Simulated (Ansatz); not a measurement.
Relaxation of Cl2H2Zn (5 atoms, charge 0, multiplicity 1), to a largest force component of 0.03 eV/Å in at most 50 steps.

Computed with RKS B3LYP-D4/def2-TZVP in Ansatz.

```xyz
5
Properties=species:S:1:pos:R:3
Zn 0.304 0.000 0.094
Cl 0.494 0.000 2.286
Cl 0.193 0.000 -2.001
H -2.376 0.000 0.798
H -1.900 0.000 1.326
```

**Question.** Where does it end, and by what steps?

**Answer.** It converged. The force dipped under the threshold on the way, but the program's further checks kept it going. After 6 steps the energy has fallen by 0.158 eV; Cl2 moved furthest, 0.47 Å.

| step | energy less start (eV) | largest force component (eV/Å) | accepted |
| --- | --- | --- | --- |
| 0 | 0.0000 | 1.192 | yes |
| 1 | -0.1289 | 0.515 | yes |
| 2 | -0.1491 | 0.096 | yes |
| 3 | -0.1545 | 0.067 | yes |
| 4 | -0.1563 | 0.132 | yes |
| 5 | -0.1578 | 0.012 | yes |
| 6 | -0.1580 | 0.026 | yes |

```xyz
5
Properties=species:S:1:pos:R:3
Zn 0.434 0.000 0.249
Cl 0.963 0.000 2.283
Cl -0.003 0.000 -1.807
H -2.424 0.000 0.526
H -2.255 0.000 1.253
```

Whether the end is a true minimum wasn't checked by a vibrational analysis.

Time of the run: 12 s on 4 threads of Arm Neoverse V2 (shared host), peak memory 0.35 GiB.
